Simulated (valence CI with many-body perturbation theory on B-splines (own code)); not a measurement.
## Cs⁴²⁺: electric-dipole lines

Computed by configuration interaction combined with many-body perturbation theory (CI+MBPT): three valence electrons over a frozen Dirac-Fock core [Ne], a basis of 11 s, 11 p, 9 d, 7 f, 5 g, 2 h, 1 i functions for each j, with the one-electron correlation potential Σ1, the two-electron term Σ2, the three-electron term Σ3, Breit, model QED; selected CI, second order for the rest (own B-spline code, finite nucleus).

No measured spectrum was set against this ion. As an estimate, large intervals hold to a few tenths of a per cent, small ones and those within an open d or f shell to about a per cent.

Lines 51 to 100 of 277 in falling wavelength, among levels below 5007.8 × 10³ cm⁻¹, chosen from the strongest by gf and those to the six lowest levels. Wavelengths and rates use the calculated energies. Electric multipoles are in the length gauge, E1 and E2 with the static RPA response of the core. Weak lines are less certain than strong ones. Lines between different terms over intervals too small for the method are left out, as are lines whose strength nearly cancels. The highest levels of a list are the least certain.

Levels are named by their leading jj configuration (3d3/2^4 stands for four electrons in 3d with j = 3/2), which in mixed levels can hold well under half, so a name can repeat and another be missing. Letters in brackets count levels of one name in rising energy.

```
λ vac (Å)                          Upper                       Lower   A (s⁻¹)  log gf  Branch %
    86.24         (3s 3p1/2 3d3/2) J=5/2      (3s 3p1/2 3p3/2) J=5/2  4.65e+09   -1.51      47.4
    85.01         (3s 3p1/2 3d3/2) J=1/2  (3s 3p1/2 3p3/2) J=3/2 [b]  1.08e+06   -5.63       0.0
    84.23     (3s 3p1/2 3d3/2) J=3/2 [b]  (3s 3p1/2 3p3/2) J=3/2 [b]  5.92e+09   -1.60       1.6
    84.14     (3s 3p1/2 3d3/2) J=3/2 [a]  (3s 3p1/2 3p3/2) J=3/2 [a]  1.04e+08   -3.35       0.3
    82.75     (3s 3p1/2 3d5/2) J=5/2 [a]  (3s 3p1/2 3p3/2) J=3/2 [b]  6.45e+08   -2.40       0.7
    80.77     (3s 3d3/2 3d5/2) J=7/2 [b]  (3s 3p3/2 3d3/2) J=5/2 [b]  2.34e+10   -0.74       7.7
    79.85         (3s 3p1/2 3d3/2) J=5/2  (3s 3p1/2 3p3/2) J=3/2 [a]  5.05e+08   -2.54       5.1
    79.51     (3s 3d3/2 3d5/2) J=7/2 [b]  (3s 3p3/2 3d5/2) J=7/2 [a]  1.65e+10   -0.90       5.4
    78.03             (3s^2 3d3/2) J=3/2          (3s^2 3p3/2) J=3/2  6.69e+07   -3.61       0.0
    76.09     (3s 3p1/2 3d3/2) J=3/2 [b]      (3s 3p1/2 3p3/2) J=5/2  4.37e+07   -3.82       0.0
    76.04     (3s 3p3/2 3d5/2) J=5/2 [a]          (3s 3p3/2^2) J=5/2  2.00e+10   -0.98      11.2
    75.79  (3p1/2 3p3/2 3d5/2) J=5/2 [a]       (3p1/2 3p3/2^2) J=5/2  1.78e+10   -1.04       7.6
    75.65     (3s 3p1/2 3d5/2) J=5/2 [b]  (3s 3p1/2 3p3/2) J=3/2 [b]  2.22e+10   -0.94      26.2
    74.97         (3s 3p1/2 3d5/2) J=3/2  (3s 3p1/2 3p3/2) J=3/2 [b]  7.46e+09   -1.60       3.5
    74.87     (3s 3p1/2 3d5/2) J=5/2 [a]      (3s 3p1/2 3p3/2) J=5/2  1.32e+09   -2.18       1.5
    73.96             (3s^2 3d5/2) J=5/2          (3s^2 3p3/2) J=3/2  2.07e+10   -0.99     100.0
    73.22         (3s 3p3/2 3d3/2) J=7/2          (3s^2 3d5/2) J=5/2  1.32e+10   -1.07       5.5
    72.36     (3s 3d3/2 3d5/2) J=5/2 [b]  (3s 3p3/2 3d5/2) J=3/2 [a]  2.26e+10   -0.97       4.9
    72.23      (3p1/2 3p3/2 3d5/2) J=1/2       (3p1/2 3p3/2^2) J=1/2  1.26e+11   -0.70      50.8
    72.16  (3p1/2 3p3/2 3d5/2) J=7/2 [b]       (3p1/2 3p3/2^2) J=5/2  1.23e+11   -0.12      60.7
    72.09  (3p1/2 3p3/2 3d5/2) J=5/2 [b]       (3p1/2 3p3/2^2) J=3/2  1.99e+11   -0.03      54.3
    72.08     (3s 3d3/2 3d5/2) J=7/2 [a]  (3s 3p3/2 3d3/2) J=5/2 [a]  7.62e+10   -0.32      19.9
    72.04          (3p1/2^2 3d5/2) J=5/2       (3p1/2^2 3p3/2) J=3/2  3.42e+10   -0.80      28.8
    72.04         (3s 3p1/2 3d5/2) J=7/2      (3s 3p1/2 3p3/2) J=5/2  4.47e+10   -0.56      84.8
    71.88     (3s 3p3/2 3d5/2) J=7/2 [a]          (3s 3p3/2^2) J=5/2  2.64e+10   -0.79      14.4
    71.62         (3s 3p1/2 3d3/2) J=1/2  (3s 3p1/2 3p3/2) J=3/2 [a]  3.48e+09   -2.27       0.9
    71.45         (3s 3p3/2 3d5/2) J=1/2          (3s 3p3/2^2) J=1/2  1.49e+11   -0.64      47.0
    71.35  (3p1/2 3p3/2 3d5/2) J=3/2 [b]       (3p1/2 3p3/2^2) J=1/2  4.89e+10   -0.83      13.0
    71.07     (3s 3p1/2 3d3/2) J=3/2 [b]  (3s 3p1/2 3p3/2) J=3/2 [a]  7.01e+09   -1.67       1.9
    70.88         (3s 3d3/2 3d5/2) J=9/2      (3s 3p3/2 3d5/2) J=9/2  1.80e+10   -0.87       5.9
    70.65      (3p1/2 3p3/2 3d3/2) J=7/2      (3s 3p1/2 3d5/2) J=7/2  9.80e+09   -1.23       6.0
    70.34     (3s 3p1/2 3p3/2) J=3/2 [a]          (3s^2 3p1/2) J=1/2  6.60e+08   -2.71      45.7
    70.29     (3s 3p3/2 3d5/2) J=5/2 [b]          (3s 3p3/2^2) J=3/2  2.06e+11   -0.04      40.3
    70.01     (3s 3p1/2 3d5/2) J=5/2 [a]  (3s 3p1/2 3p3/2) J=3/2 [a]  8.52e+10   -0.43      97.2
    69.81  (3p1/2 3p3/2 3d5/2) J=5/2 [b]       (3p1/2 3p3/2^2) J=5/2  3.46e+10   -0.82       9.4
    69.60         (3s 3d3/2 3d5/2) J=9/2      (3s 3p3/2 3d3/2) J=7/2  1.43e+11    0.02      46.8
    69.46     (3s 3d3/2 3d5/2) J=5/2 [a]  (3s 3p3/2 3d3/2) J=3/2 [a]  9.28e+10   -0.40      20.7
    69.07     (3s 3p3/2 3d5/2) J=3/2 [b]          (3s 3p3/2^2) J=1/2  1.03e+11   -0.53      22.7
    69.02     (3s 3p1/2 3d5/2) J=5/2 [b]      (3s 3p1/2 3p3/2) J=5/2  4.18e+10   -0.75      49.4
    68.67     (3s 3d3/2 3d5/2) J=3/2 [a]  (3s 3p3/2 3d3/2) J=1/2 [a]  9.50e+10   -0.57      23.0
    68.45         (3s 3p1/2 3d5/2) J=3/2      (3s 3p1/2 3p3/2) J=5/2  2.79e+10   -1.11      13.0
    67.45  (3p1/2 3p3/2 3d3/2) J=5/2 [b]      (3s 3p1/2 3d5/2) J=3/2  2.37e+10   -1.01       5.3
    67.41  (3p1/2 3p3/2 3d5/2) J=7/2 [a]  (3s 3p1/2 3d5/2) J=5/2 [b]  1.71e+10   -1.03       8.6
    67.38     (3s 3p3/2 3d5/2) J=7/2 [b]          (3s 3p3/2^2) J=5/2  2.62e+11    0.15      82.7
    67.29  (3p1/2 3p3/2 3d5/2) J=3/2 [b]       (3p1/2 3p3/2^2) J=5/2  3.96e+10   -0.97      10.5
    67.21     (3s 3p3/2 3d5/2) J=3/2 [a]          (3s^2 3d5/2) J=5/2  3.58e+10   -1.01      11.4
    66.93     (3s 3d3/2 3d5/2) J=7/2 [b]      (3s 3p3/2 3d3/2) J=7/2  4.74e+10   -0.59      15.6
    66.48     (3s 3d3/2 3d5/2) J=5/2 [b]      (3s 3p3/2 3d3/2) J=7/2  3.66e+10   -0.84       7.8
    66.14     (3s 3d3/2 3d5/2) J=7/2 [b]  (3s 3p3/2 3d3/2) J=5/2 [a]  2.93e+10   -0.81       9.6
    66.01     (3s 3d3/2 3d5/2) J=3/2 [b]  (3s 3p3/2 3d3/2) J=5/2 [a]  2.87e+10   -1.13       6.4
```

(1) How does gf follow from A for the line at 69.46 Å?

Answers

(1) gf = 1.4992 × (2J+1)_upper × A / σ², with σ = 1439722 cm⁻¹ and 2J+1 = 6: gf = 0.403.
